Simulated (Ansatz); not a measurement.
GeH4O (SMILES [OH][GeH3]) moved off its minimum; all values from Ansatz (a quantum-chemistry and plane-wave program), cores frozen in correlated methods.
(charge 0, multiplicity 1)
```xyz
6

Ge    -0.2888     0.0282     0.0497
O      1.2517    -0.3786    -0.4552
H     -0.4449    -0.1114     1.6680
H     -1.1395    -0.8994    -0.7589
H     -0.5714     1.5779    -0.3744
H      2.0853     0.1623     0.2076
```

| level | largest force (eV/Å) | on atom | rms difference from CCSD(T)/aug-cc-pVTZ (eV/Å) | dipole (D) |
|---|---|---|---|---|
| HF/def2-TZVPP | 9.12 | O2 | 0.490 | 1.45 |
| PBE/def2-TZVPP | 8.20 | O2 | 0.140 | 1.23 |
| r2SCAN/def2-TZVPP | 8.13 | O2 | 0.121 | 1.27 |
| B3LYP/def2-TZVPP | 8.38 | O2 | 0.052 | 1.29 |
| wB97M-V/def2-TZVPP | 8.38 | O2 | 0.123 | 1.31 |
| MP2/aug-cc-pVTZ | 8.54 | O2 | 0.069 | 1.32 |
| CCSD(T)/aug-cc-pVTZ | 8.43 | O2 | 0.000 | 1.27 |

The differences count from one level among others, with limits of its own. Forces at CCSD(T)/aug-cc-pVTZ (eV/Å):

```
atom      Fx      Fy      Fz
----  ------  ------  ------
Ge1   -3.421   2.575   2.164
O2     8.031   1.494   2.074
H3    -0.002   0.047  -1.148
H4    -0.682  -0.525  -0.275
H5     0.031  -1.005   0.402
H6    -3.956  -2.586  -3.218
```
